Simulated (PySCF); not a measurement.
## Sm(III) with more and more H2O

Computed with PySCF 2.14.0, PBE0, def2-SVP on the ligands, density fitting, scalar-relativistic core potentials, no spin-orbit coupling, vacuum. The metal has lcecp-1-SVP with ECP51. Each complex is relaxed within the symmetry of its template. Distances are means of the shortest metal–ligand contacts, charges and spins Mulliken's; removal energies are rigid, with the ligand's formal charge and no counterpoise, so too large; for an anion taken off a cation in vacuum most of it is the attraction of opposite charges, and multiply charged cations can part far more cheaply with an electron moved from ligand to metal. lcecp potentials hold a fixed number of 4f electrons in the core, out of states, spins and gaps.

```csv
complex,point group,M–H2O (Å),charge on M (e),removal of one H2O (eV),"strongest infrared band, degenerate modes summed (cm⁻¹)",unstable modes (below −25 cm⁻¹)
[Sm(H2O)]3+,C2v,2.230,2.57,4.93,3412,0
[Sm(H2O)2]3+,C1,2.269,2.25,4.21,–,1 (soft)
[Sm(H2O)4]3+,S4,2.337,1.79,3.29,–,not given
```

Question: What does the calculation give for [Sm(H2O)3]3+?

Answer: point group: D3, M–H2O (Å): 2.306, charge on M (e): 2.00, removal of one H2O (eV): 3.68, strongest infrared band, degenerate modes summed (cm⁻¹): 3576, unstable modes (below −25 cm⁻¹): 0 (lowest -14 cm⁻¹, within noise).
```xyz
10

Sm    0.0000    0.0000    0.0000
O     2.3065    0.0000    0.0000
H     2.9229   -0.7636    0.1104
H     2.9229    0.7636   -0.1104
O    -1.1532    1.9975    0.0000
H    -0.8002    2.9131    0.1104
H    -2.1227    2.1495   -0.1104
O    -1.1533   -1.9974    0.0000
H    -2.1227   -2.1495    0.1104
H    -0.8002   -2.9131   -0.1104
```

The more ligands, the longer each bond and the weaker the last ligand is held.

Members with unstable modes aren't minima as they stand: saddle points kept by symmetry or, where the modes are soft, flat surfaces and noise. Moved off a saddle point of the template and relaxed again: [Sm(H2O)2]3+, [Sm(H2O)3]3+, [Sm(H2O)4]3+. One start shape was tried for each, so a minimum needn't be the lowest isomer.
